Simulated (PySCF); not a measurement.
C₆ coefficients of unlike pairs at CAM-B3LYP

Calculated with PySCF 2.14 from the dipole response of each species, C₆(A,B) = (3/π) ∫ α_A(iu) α_B(iu) du, in atomic units, from isotropic polarisabilities. For ions this is the dispersion term alone; charge-induced terms of lower order in 1/R come first.

```tsv
species	configuration	basis	relativity	α (bohr³)	C₆ (like pair)
Hf	[Xe] 4f14 5d2 6s2 (3F)	aug-cc-pVTZ-PP with one added diffuse shell each of s, p, d, f, g type with ECP60MDF (7s7p6d4f3g)	core potential	101.2	1344
P²⁺	[Ne] 3s2 3p1 (2P)	def2-QZVPPD (10s6p5d2f1g)	none	9.172	32.99
Xe	[Xe] (1S)	aug-cc-pwCVTZ-DK3 (10s9p7d4f1g)	spin-free X2C	27.55	294.1
O²⁺	[He] 2s2 2p2 (3P)	dyall-acv3z (15s9p4d2f)	none	1.726	2.300
```

Estimate C₆ for O²⁺ with P²⁺.

The integral gives 8.167. The combination rule 2 C_A C_B / (C_A α_B/α_A + C_B α_A/α_B) gives 8.234 and the geometric mean 8.710.

No spin-orbit coupling is included.

The other pairs:

```tsv
pair	C₆
Xe, P²⁺	98.41
Xe, Hf	567.1
P²⁺, Hf	190.2
O²⁺, Xe	24.63
O²⁺, Hf	42.26
```
